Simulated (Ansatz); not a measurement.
## Nudged elastic band run: CH6OSn

input.yaml

```yaml
crystal:
  periodic: [false, false, false]
  atoms:
    - { symbol: C, position_ang: [-0.669894, 1.114373, -0.517855] }
    - { symbol: Sn, position_ang: [0.408952, -0.732588, -0.206099] }
    - { symbol: O, position_ang: [0.229309, -1.259295, 1.735426] }
    - { symbol: H, position_ang: [-1.688811, 1.013632, -0.123729] }
    - { symbol: H, position_ang: [-0.723077, 1.350521, -1.589106] }
    - { symbol: H, position_ang: [-0.167291, 1.939516, 0.002217] }
    - { symbol: H, position_ang: [2.096831, -0.574436, -0.577429] }
    - { symbol: H, position_ang: [-0.306966, -2.071529, -1.024217] }
    - { symbol: H, position_ang: [0.909546, -0.826494, 2.283791] }
basis:
  gaussian: { orbitals: def2-mTZVP }
hamiltonian:
  xc: pbe
neb:
  order_check: false
  images: 1
  f_tol: 0.03
  max_iterations: 60
  climbing: true
  final_atoms:
    - { symbol: C, position_ang: [-0.65398745, 1.12261395, -0.51411612] }
    - { symbol: Sn, position_ang: [0.51724943, -0.66798544, -0.20059348] }
    - { symbol: O, position_ang: [0.87040201, -0.8723374, 1.77772174] }
    - { symbol: H, position_ang: [-1.66306474, 0.99273942, -0.10313772] }
    - { symbol: H, position_ang: [-0.73426342, 1.34335111, -1.58698223] }
    - { symbol: H, position_ang: [-0.1709386, 1.96928874, -0.01071159] }
    - { symbol: H, position_ang: [2.11091866, -0.54874663, -0.84838476] }
    - { symbol: H, position_ang: [-0.30525902, -2.08968139, -0.76127159] }
    - { symbol: H, position_ang: [0.11754214, -1.29554237, 2.23047476] }
  initial_path:
    images:
      - { positions_ang: [[-0.669894, 1.114373, -0.517855], [0.408952, -0.732588, -0.206099], [0.229309, -1.259295, 1.735426], [-1.688811, 1.013632, -0.123729], [-0.723077, 1.350521, -1.589106], [-0.167291, 1.939516, 0.002217], [2.096831, -0.574436, -0.577429], [-0.306966, -2.071529, -1.024217], [0.909546, -0.826494, 2.283791]] }
      - { positions_ang: [[-0.56669866, 1.00036044, -0.40099528], [0.48747538, -0.78259949, -0.21009527], [0.64933336, -1.2239266, 1.70072822], [-1.54893721, 0.92830058, 0.03154392], [-0.72368279, 1.28857453, -1.50110024], [-0.07856327, 1.87761058, 0.11044276], [2.10372235, -0.573196, -0.92226712], [-0.32424407, -2.05391218, -1.03877141], [0.0901939, -0.50751187, 2.21351342]] }
      - { positions_ang: [[-0.65398745, 1.12261395, -0.51411612], [0.51724943, -0.66798544, -0.20059348], [0.87040201, -0.8723374, 1.77772174], [-1.66306474, 0.99273942, -0.10313772], [-0.73426342, 1.34335111, -1.58698223], [-0.1709386, 1.96928874, -0.01071159], [2.11091866, -0.54874663, -0.84838476], [-0.30525902, -2.08968139, -0.76127159], [0.11754214, -1.29554237, 2.23047476]] }
```

Run as:

```bash
$ ansatz run input.yaml --threads 2 --pin off --max-ram 3072MiB --backend cpu --events-out ev --progress --plain --runs-dir out
```

Output, in part (warnings, iteration lines, the closing report on the highest movable image, with atoms numbered from 0):

```
NEB end point (image 0): max|allowed force component| = 1.131e-3 eV/Å (the criterion of neb.relax_end_points is 1.000e-2)
NEB end point (image 2): max|allowed force component| = 5.313e-3 eV/Å (the criterion of neb.relax_end_points is 1.000e-2)
WARN: NEB: the barrier is in doubt: the path turns back at the climbing image. Check it with more images (neb.images), a lower neb.f_tol or relaxed end points
NEB iter   1: max|band force component| = 2.184e0 eV/Å  barrier→ = 0.2979 eV  barrier← = 0.2978 eV  Δτ_max = 0.1866 Å  (84 SCF iters)
NEB iter   2: max|band force component| = 6.817e-1 eV/Å  barrier→ = 0.0620 eV  barrier← = 0.0619 eV  Δτ_max = 0.1004 Å  (29 SCF iters)
NEB iter   3: max|band force component| = 3.579e-1 eV/Å  barrier→ = 0.0332 eV  barrier← = 0.0331 eV  CI = image 1  Δτ_max = 0.0551 Å  (29 SCF iters)
NEB iter   4: max|band force component| = 5.651e-2 eV/Å  barrier→ = 0.0181 eV  barrier← = 0.0180 eV  CI = image 1  Δτ_max = 0.0130 Å  (31 SCF iters)
NEB iter   5: max|band force component| = 3.158e-2 eV/Å  barrier→ = 0.0177 eV  barrier← = 0.0177 eV  CI = image 1  Δτ_max = 0.0059 Å  (31 SCF iters)
NEB iter   6: max|band force component| = 7.043e-3 eV/Å  barrier→ = 0.0177 eV  barrier← = 0.0176 eV  CI = image 1  Δτ_max = 0.0000 Å  (83 SCF iters)
Total energy: -9010.26782060 eV, -331.1212350283 hartree
Atom 0 at    -0.620661     1.079477    -0.440163 Å, force    -0.002975     0.007018    -0.001575 eV/Å
Atom 1 at     0.492671    -0.766153    -0.258933 Å, force    -0.000144    -0.004424    -0.002939 eV/Å
Atom 2 at     0.644791    -1.251576     1.695750 Å, force    -0.000597    -0.000095     0.001879 eV/Å
Atom 3 at    -1.621050     0.963976    -0.004025 Å, force    -0.000292    -0.000596    -0.000055 eV/Å
Atom 4 at    -0.730276     1.350789    -1.498657 Å, force     0.000112    -0.002629    -0.002552 eV/Å
Atom 5 at    -0.096077     1.893513     0.075879 Å, force     0.001863    -0.000383     0.003677 eV/Å
Atom 6 at     2.118843    -0.628429    -0.831966 Å, force     0.000980     0.001379    -0.000978 eV/Å
Atom 7 at    -0.305697    -2.105414    -1.007828 Å, force     0.000405    -0.000006     0.000475 eV/Å
Atom 8 at     0.206054    -0.582483     2.252944 Å, force     0.000650    -0.000265     0.002069 eV/Å
Dipole moment:    -0.231178     0.410027    -0.215426 e Å
```

The run converged. Another band between the same ends (5 images) ends at a top of the same energy, where a vibrational analysis finds 1 clearly imaginary mode. So few images can step over the top or miss a turn of the path.

Final band (atoms are numbered from 1 in the order of the input):

```tsv
image	path coordinate (Å)	energy (kJ/mol)	dihedral C1–Sn2–O3–H9 (°)
0	0.00	0.0	-86
1	0.93	1.7	-1
2	1.84	0.0	83
```

The run took 14 s on 2 threads of Arm Neoverse V1, on a shared host, peak memory 0.17 GiB.
